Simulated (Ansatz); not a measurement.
**HBr ··· SbH₃**

The pair of HBr (SMILES Br, atoms 1–2) and SbH₃ (SMILES [SbH3], atoms 3–6), both closed shells, in one local arrangement (a lower one may exist), relaxed at PBE0-D4/def2-TZVP:

Br1  (-0.399, 0.405, -2.784)
H2  (-0.541, -0.901, -2.242)
Sb3  (0.276, 0.834, 1.130)
H4  (0.452, 0.113, 2.671)
H5  (1.310, -0.328, 0.426)
H6  (-1.098, -0.124, 0.798)
(Å)

Computed with Ansatz 0.2.0 (basis: def2-TZVPPD, with def2-QZVPPD for the basis limit); correlated methods freeze the cores. Filled d shells of the heavier atoms are correlated. Core potentials replace the inner electrons of the atoms past krypton. The def2 sets are not built for correlating such inner shells, so the correlated values are less sure here. Extrapolation: Hartree–Fock as exp(−7.88 √X), correlation as X^−2.97. Interaction energies count from these two fragments, frozen as in the pair, with the counterpoise correction; negative means bound.

(1) What is the interaction energy by CCSD(T) at an estimated basis limit (MP2 extrapolated from triple and quadruple zeta, plus CCSD(T) − MP2 in triple zeta)? (An estimate is asked for; the value comes from the calculation.)

(2) Which atoms make the shortest contact between the fragments?

No T1 diagnostic of these runs exceeds 0.015.

Results:

(1) Computed: -5.8 kJ/mol. Hartree–Fock alone gives 2.3 kJ/mol at the basis limit, so without correlation the pair would not bind at this distance. Plain CCSD(T) in triple zeta gives -3.9 kJ/mol; the step to the limit is large here, so the limit is uncertain. It counts from the two fragments frozen as in the pair.

(2) H2 and H6, 3.19 Å apart.

Basis-set superposition shift (counterpoise-corrected less uncorrected): CCSD(T) 2.3; MP2 2.3; HF 0.2; PBE0-D4 0.2; wB97M-V 0.2 kJ/mol.

For scale, one of the runs: CCSD(T)/def2-TZVPPD, 181 basis functions, launched by `ansatz run in.yaml --threads 4 --pin off --events-out ev --progress --plain --max-ram 9574MiB`. The run took 86 s on 4 CPU threads of an Arm Neoverse N1 (shared host), with 2 GiB of host memory at its peak.
